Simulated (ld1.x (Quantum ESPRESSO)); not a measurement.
# Before and after: TM potential for hydrogen

```
Element                 : H
Generator               : ld1.x (Quantum ESPRESSO) 7.5
Type                    : norm-conserving Troullier–Martins (Kleinman–Bylander form)
Functional              : BLYP
Relativity              : non-relativistic
Frozen core             : none
Valence charge          : 1
Reference configuration : 1s0.5 (charge +0.5)
Partial waves           : 1s (bound): rc 0.90 bohr; 2p channel at 0.45 Ry: rc 0.70 bohr
Local potential         : the p channel
Core correction         : none
```

Change: all radii scaled by about 0.74 (s 0.66, p 0.52 bohr).

Cutoffs: the cutoffs (Ry, on a coarse ladder) from which the occupation-weighted sum of valence levels, in a spherical-Bessel basis at the reference potential, stays within 10 and 1 mRy of its value at 400 Ry; they do not see the model core or the augmentation charge, which bear on the density cutoff. Errors are all-electron minus pseudo energies relative to the spin-unpolarised reference configuration.

Problem. What does the change do?

Solution. The potential gets harder (25 Ry and 50 Ry → 30 Ry and 70 Ry); neither file shows a bound ghost. A smaller radius makes the pseudo-wave follow the all-electron one further in, where it bends more sharply, so more plane waves are needed.

| quantity | base | changed |
| --- | --- | --- |
| cutoff, loose | 25 Ry | 30 Ry |
| cutoff, tight | 50 Ry | 70 Ry |
| bound ghosts | none | none |
| error for 1s1, meV [ΔE -4.79 eV] | +0.6 | +0.1 |
